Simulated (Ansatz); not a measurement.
Ideal-gas functions of CH$_{4}$AlIn, SMILES `[CH2]1[AlH][InH]1` at 298.15 K and 1 bar, from an Ansatz frequency run at PBE0-D4/def2-TZVP.

Molar mass 157.84 g/mol, point group C1 (symmetry number 1), electronic degeneracy 1, moments of inertia 39.598, 182.606, 219.279 u Å². Harmonic wavenumbers (cm⁻¹, unscaled): 198, 259, 313, 361, 404, 471, 521, 641, 733, 769, 1371, 1758, 1923, 3012, 3125.

Use S(trans) = R[1.5 ln M + 2.5 ln T − 1.1517]; rotational temperatures θ = 24.2544 K / I; S(rot) = R[ln(√π/σ · √(T³/θAθBθC)) + 1.5]; for each mode x = 1.438777 ν̃/T, S = R[x/(eˣ − 1) − ln(1 − e⁻ˣ)] and H = RT x/(eˣ − 1); 1 cm⁻¹ = 0.0119627 kJ/mol; R = 8.31446 J/(mol·K).

Problem. By hand: the entropy, in J/(mol·K).

Solution. Translation 172.0. Rotation: θ = 0.6125, 0.1328, 0.1106 K, giving 107.9. Vibration, mode by mode: 9.00, 6.98, 5.63, 4.68, 3.97, 3.07, 2.54, 1.61, 1.13, 0.98, 0.08, 0.02, 0.01, 0.00, 0.00, in all 39.7. Electronic 0.0. Sum 319.6 J/(mol·K).

Problem. By hand: H − E and G − E in kJ/mol, counted from the electronic energy.

Solution. Zero-point energy ½ × 15859 × 0.0119627 = 94.9; thermal vibration 7.6; translation, rotation and pV give 4 RT = 9.9. H − E = 112.4 kJ/mol, and G − E = 112.4 − 298.15 × 319.6/1000 = 17.1 kJ/mol.

Vibration gives 12 % of the entropy. The sum counts one conformer and one mirror image; others add a mixing term.
